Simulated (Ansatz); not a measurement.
The cluster Na4⁻. Charge -1, multiplicity 4. Geometry PBE0/def2-TZVPD.

Cartesian coordinates in Å:
```
Na -1.8204 -2.5433 0.4067
Na 0.3580 0.2765 0.2362
Na 3.1835 2.6896 1.9348
Na -1.7211 -0.4228 -2.5777
```

At HF/def2-TZVPD the charge -1 quartet is spin-contaminated (final ⟨S²⟩ up to 4.11, 3.75 for a pure state). At LDA (SPW92)/def2-TZVPD, PBE/def2-TZVPD, BLYP/def2-TZVPD, r2SCAN/def2-TZVPD the highest occupied level of the charge -1 quartet lies above zero (up to 0.55 eV). It is a level of α spin, whose loss leaves a triplet; that state wasn't run at this geometry and level. The electron is either unbound and held by the finite basis, or the level is raised by self-interaction error. At PBE0/def2-TZVPD a doublet of charge -1 lies 0.57 eV below the quartet, each at its own geometry. The structure comes from a short search, and lower isomers may exist.

**Question.** Estimate the α-spin orbital energies around the gap (eV) in Ansatz with HF/def2-TZVPD, LDA (SPW92)/def2-TZVPD, PBE/def2-TZVPD, BLYP/def2-TZVPD, r2SCAN/def2-TZVPD.

**Answer.** 
```csv
orbital,HF/def2-TZVPD,LDA (SPW92)/def2-TZVPD,PBE/def2-TZVPD,BLYP/def2-TZVPD,r2SCAN/def2-TZVPD
HOMO−13,-38.77,-26.09,-25.99,-25.92,-27.07
HOMO−12,-38.23,-25.35,-25.24,-25.21,-26.30
HOMO−11,-38.23,-25.35,-25.23,-25.21,-26.30
HOMO−10,-38.22,-25.34,-25.23,-25.21,-26.29
HOMO−9,-38.22,-25.34,-25.23,-25.20,-26.29
HOMO−8,-38.22,-25.34,-25.22,-25.20,-26.29
HOMO−7,-38.22,-25.33,-25.21,-25.19,-26.28
HOMO−6,-38.21,-25.18,-25.10,-25.07,-26.21
HOMO−5,-38.20,-25.17,-25.09,-25.07,-26.20
HOMO−4,-38.20,-25.17,-25.08,-25.05,-26.19
HOMO−3,-3.36,-1.13,-1.07,-0.84,-1.20
HOMO−2,-2.46,-0.71,-0.66,-0.45,-0.74
HOMO−1,-1.46,0.18,0.18,0.39,0.10
HOMO,-1.21,0.32,0.32,0.55,0.26
LUMO,2.18,0.97,0.97,1.24,1.04
LUMO+1,2.26,1.07,1.07,1.25,1.14
LUMO+2,2.27,1.09,1.08,1.32,1.16
LUMO+3,2.41,1.26,1.26,1.50,1.37
LUMO+4,2.43,1.33,1.31,1.52,1.39
LUMO+5,2.48,1.53,1.49,1.64,1.65
β HOMO,-2.95,-0.70,-0.71,-0.56,-0.68
β LUMO,2.28,-0.02,0.09,0.13,0.46
```
